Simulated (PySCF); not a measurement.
Computed shifts of a molecule C₃H₆BNO, KT2/pcSseg-1 (PySCF), GIAO, gas phase, equivalent atoms averaged, in ppm (number of nuclei): ¹³C: 151.5 (1), 115.4 (1), 55.8 (1). ¹⁵N: 100.9 (1). ¹H: 5.89 (1), 5.67 (1), 4.13 (2), 3.36 (1), 3.27 (1). References: ¹³C against TMS (σ = 185.1 ppm); ¹⁵N against NH3 (σ = 266.2 ppm); ¹¹B against BF3 (σ = 89.8 ppm); ¹⁷O against H2O (σ = 330.4 ppm); ¹H against TMS (σ = 31.47 ppm), references at their B3LYP-D3(BJ)/def2-TZVP geometries, non-relativistic. Geometry: r2SCAN-D4/def2-SVP. One conformer was computed; it need not be the lowest.

Question: Identify the compound among the candidates.
A) OCB1C=NC1
B) CB1COC=N1
C) OB1C=CCN1
D) C=C1CNB1O

Answer: D, C=C1CNB1O
